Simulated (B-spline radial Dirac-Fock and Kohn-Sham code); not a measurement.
Method: the Dirac equation of a negative muon with reduced mass in the field of a spherical finite nucleus, with the Uehling potential to all orders; nuclear polarisation, deformation, hyperfine structure, self-energy, higher-order vacuum polarisation, relativistic recoil and electron screening are left out. Computed with a radial atomic solver. The nuclear charge is a Fermi distribution (skin thickness 2.3 fm).

Problem. A muonic atom of atomic mass 141.92 u emits these computed lines: 2p3/2 → 1s1/2 3866 keV, 3d5/2 → 2p3/2 1183 keV, 4f7/2 → 3d5/2 418.4 keV, 5g9/2 → 4f7/2 192.8 keV. Which element is it, and what rms charge radius was used?

Solution. Cesium (Z = 55, nuclide ¹⁴²Cs); the high transitions hardly feel the nucleus and fix Z. The 2p → 1s line lies 2863 keV below the value for a point nucleus without QED, which for this nuclear model gives a radius near 4.88 fm (4.8825 fm was used).
